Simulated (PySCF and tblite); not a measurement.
The numbers below are computed, except where a source is named.
C5H4F2OSe, numbered as in [CH3:1][C:2](=[O:3])[C:4]1=[C:5]([F:6])[C@H:7]([F:8])[Se:9]1.

Search: ETKDG and KDG, UFF, GFN2-xTB, 150 starts; geometries at GFN2-xTB. Energies: B3LYP-D3(BJ)/pcSseg-1 (IEF-PCM, acetonitrile), with GFN2-xTB thermal terms (modes under about 100 cm⁻¹ blended into free rotors). Symmetry numbers and mirror images are counted. Conformers within 2.5 kcal/mol (GFN2-xTB free energy) were kept, 4 at most. Codes: tblite and PySCF.

Torsions listed: O3–C2–C4–Se9. The 4-ring runs over atoms 4–5–7–9.

| conformer | shape | symmetry | dipole D |
| --- | --- | --- | --- |
| 1 | 4-ring flat; 178° | C1 | 3.85 |
| 2 | 4-ring flat; 1° | C1 | 3.64 |

(1) Which of these conformers is the most populated at 298.15 K, and with what share?

(2) Give the DFT energies and free energies relative to the lowest, and all weights.

(3) How does its share change from 250 K to 350 K?

## Answers

(1) Conformer 2, about 96 %.

(2) 
```json
{"conformer": "1", "shape": "4-ring flat; 178°", "E(DFT) kcal/mol": "1.85", "G(298.15 K) kcal/mol": "1.92", "weight %": "3.8"}
{"conformer": "2", "shape": "4-ring flat; 1°", "E(DFT) kcal/mol": "0.00", "G(298.15 K) kcal/mol": "0.00", "weight %": "96.2"}
```

(3) From 98 % to 94 %; the mixing entropy goes from 0.20 to 0.45 cal/(mol K).


Conformer gaps in pcSseg-1 on xTB geometries can be 2 kcal/mol off for S=O, P=O and other polar bonds.